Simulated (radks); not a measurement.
Question: These are the eigenvalues of the occupied orbitals of an atom or ion with whole-number occupations (eV). Method: scalar-relativistic Kohn-Sham, PBEsol, spin-polarised, spherical densities, point nucleus; computed with a radial shooting solver on a logarithmic mesh with Libxc functionals.

orbital  eigenvalue
1s up     -59268.63
1s down   -59268.63
2s up     -9999.797
2s down   -9999.782
2p up     -8829.656
2p down   -8829.645
3s up     -2247.383
3s down   -2246.935
3p up     -1893.129
3p down   -1892.681
3d up     -1455.725
3d down   -1455.382
4s up     -442.8216
4s down   -441.9141
4p up     -326.4102
4p down   -325.5187
4d up     -171.9073
4d down   -171.0333
5s up      -53.6312
5s down    -53.2131
5p up      -27.0851
5p down    -26.7915
6s up       -3.9048
6s down     -3.8826
4f up       -3.5115
4f down     -2.7534

Which element is it, and in what charge state? The configuration may be excited. Open shells, if any, are filled with parallel spins first.

Answer: Z = 69, thulium, charge 0: Tm in [Xe] 4f13 6s2. The list shows which subshells hold electrons but not how many an open one holds; the 1s level, -2178.1 hartree, gives Z - s = 66.0 by -(Z - s)^2/2, which with screening and relativity narrows Z to a few neighbours, and the depths of the outer levels then fix element, charge and occupations together.
